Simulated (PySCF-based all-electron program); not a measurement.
The numbers below are computed, except where a source is named.
# Distorting GaH2NF2, singlet

Method: all-electron DFT (in-house code on PySCF), basis-limit composite values; Koelling–Harmon scalar relativity, no spin–orbit coupling, spin-restricted. Forces are good to about 0.012 eV/Å. Atoms are numbered as listed.

Shape A:

```tsv
atom	x (Å)	y (Å)	z (Å)
Ga	0.0000	0.0000	0.0000
N	0.0000	0.0000	1.8140
F	-0.1035	1.4799	-0.9451
F	-0.1035	-1.4799	-0.9451
H	0.3796	0.8368	2.2523
H	0.3796	-0.8368	2.2523
```

PBE forces:

| atom | Fx | Fy | Fz (eV/Å) |
| --- | --- | --- | --- |
| Ga1 | -0.031 | 0.000 | -0.024 |
| N2 | 0.029 | 0.000 | -0.100 |
| F3 | 0.010 | -0.094 | 0.058 |
| F4 | 0.010 | 0.094 | 0.058 |
| H5 | -0.009 | -0.040 | 0.004 |
| H6 | -0.009 | 0.040 | 0.004 |

(1) What forces does LDA give in shape A?

(2) What forces does PBEsol give in shape A?

(3) What forces does HSE06 give in shape A?

Shape B:

```xyz
6

Ga    0.0000    0.0000    0.0000
N     0.0000    0.0000    1.9954
F    -0.1035    1.4799   -0.9451
F    -0.1035   -1.4799   -0.9451
H     0.3796    0.8368    2.4337
H     0.3796   -0.8368    2.4337
```

Against shape A, Ga1–N2 goes from 1.814 to 1.995 Å.

PBE forces:

```json
{"atom": "Ga1", "Fx": "0.157", "Fy": "0.000", "Fz (eV/Å)": "2.404"}
{"atom": "N2", "Fx": "-0.405", "Fy": "0.000", "Fz (eV/Å)": "-2.340"}
{"atom": "F3", "Fx": "-0.004", "Fy": "-0.136", "Fz (eV/Å)": "0.157"}
{"atom": "F4", "Fx": "-0.004", "Fy": "0.136", "Fz (eV/Å)": "0.157"}
{"atom": "H5", "Fx": "0.128", "Fy": "0.025", "Fz (eV/Å)": "-0.190"}
{"atom": "H6", "Fx": "0.128", "Fy": "-0.025", "Fz (eV/Å)": "-0.190"}
```

(4) What forces does HSE06 give in shape B?

Shape C:

```csv
atom,x (Å),y (Å),z (Å)
Ga,0.0000,0.0000,0.0000
N,0.0000,0.0000,1.6326
F,-0.1035,1.4799,-0.9451
F,-0.1035,-1.4799,-0.9451
H,0.3796,0.8368,2.0709
H,0.3796,-0.8368,2.0709
```

Against shape A, Ga1–N2 goes from 1.814 to 1.633 Å.

(5) What forces does PBE give in shape C?

(6) What forces does LDA give in shape C?

(7) What forces does PBEsol give in shape C?

(8) What forces does HSE06 give in shape C?

## Answers

(1) The forces move by 0.586 eV/Å (r.m.s. over the atoms) from PBE.

| atom | Fx | Fy | Fz (eV/Å) |
| --- | --- | --- | --- |
| Ga1 | -0.137 | 0.000 | -0.125 |
| N2 | 0.021 | 0.000 | -0.890 |
| F3 | 0.062 | -0.797 | 0.497 |
| F4 | 0.062 | 0.797 | 0.497 |
| H5 | -0.003 | 0.093 | 0.010 |
| H6 | -0.003 | -0.093 | 0.010 |

(2) The forces move by 0.298 eV/Å (r.m.s. over the atoms) from PBE.

```json
{"atom": "Ga1", "Fx": "-0.081", "Fy": "0.000", "Fz (eV/Å)": "-0.084"}
{"atom": "N2", "Fx": "-0.030", "Fy": "0.000", "Fz (eV/Å)": "-0.515"}
{"atom": "F3", "Fx": "0.036", "Fy": "-0.437", "Fz (eV/Å)": "0.274"}
{"atom": "F4", "Fx": "0.036", "Fy": "0.437", "Fz (eV/Å)": "0.273"}
{"atom": "H5", "Fx": "0.019", "Fy": "0.061", "Fz (eV/Å)": "0.026"}
{"atom": "H6", "Fx": "0.019", "Fy": "-0.061", "Fz (eV/Å)": "0.026"}
```

(3) The forces move by 0.457 eV/Å (r.m.s. over the atoms) from PBE.

| atom | Fx | Fy | Fz (eV/Å) |
| --- | --- | --- | --- |
| Ga1 | -0.172 | 0.000 | -0.276 |
| N2 | 0.357 | 0.000 | -0.224 |
| F3 | 0.065 | -0.613 | 0.386 |
| F4 | 0.065 | 0.613 | 0.386 |
| H5 | -0.157 | -0.357 | -0.136 |
| H6 | -0.157 | 0.357 | -0.136 |

(4) The forces move by 0.467 eV/Å (r.m.s. over the atoms) from PBE.

| atom | Fx | Fy | Fz (eV/Å) |
| --- | --- | --- | --- |
| Ga1 | 0.012 | 0.000 | 2.188 |
| N2 | -0.078 | 0.000 | -2.508 |
| F3 | 0.053 | -0.674 | 0.494 |
| F4 | 0.053 | 0.674 | 0.494 |
| H5 | -0.021 | -0.295 | -0.334 |
| H6 | -0.021 | 0.295 | -0.334 |

(5) 

| atom | Fx | Fy | Fz (eV/Å) |
| --- | --- | --- | --- |
| Ga1 | -0.276 | 0.000 | -6.268 |
| N2 | 0.513 | 0.000 | 5.927 |
| F3 | 0.020 | -0.013 | -0.097 |
| F4 | 0.020 | 0.013 | -0.097 |
| H5 | -0.139 | -0.105 | 0.268 |
| H6 | -0.139 | 0.105 | 0.268 |

(6) The forces move by 0.656 eV/Å (r.m.s. over the atoms) from PBE.

```csv
atom,Fx,Fy,Fz (eV/Å)
Ga1,-0.378,0.000,-6.101
N2,0.487,0.000,4.869
F3,0.072,-0.716,0.346
F4,0.072,0.716,0.346
H5,-0.127,0.031,0.270
H6,-0.127,-0.031,0.270
```

(7) The forces move by 0.329 eV/Å (r.m.s. over the atoms) from PBE.

```tsv
atom	Fx	Fy	Fz (eV/Å)
Ga1	-0.323	0.000	-6.205
N2	0.446	0.000	5.394
F3	0.046	-0.356	0.119
F4	0.046	0.356	0.119
H5	-0.108	-0.004	0.286
H6	-0.108	0.004	0.286
```

(8) The forces move by 0.458 eV/Å (r.m.s. over the atoms) from PBE.

```csv
atom,Fx,Fy,Fz (eV/Å)
Ga1,-0.414,0.000,-6.618
N2,0.849,0.000,5.916
F3,0.073,-0.515,0.225
F4,0.073,0.515,0.225
H5,-0.290,-0.420,0.126
H6,-0.290,0.420,0.126
```
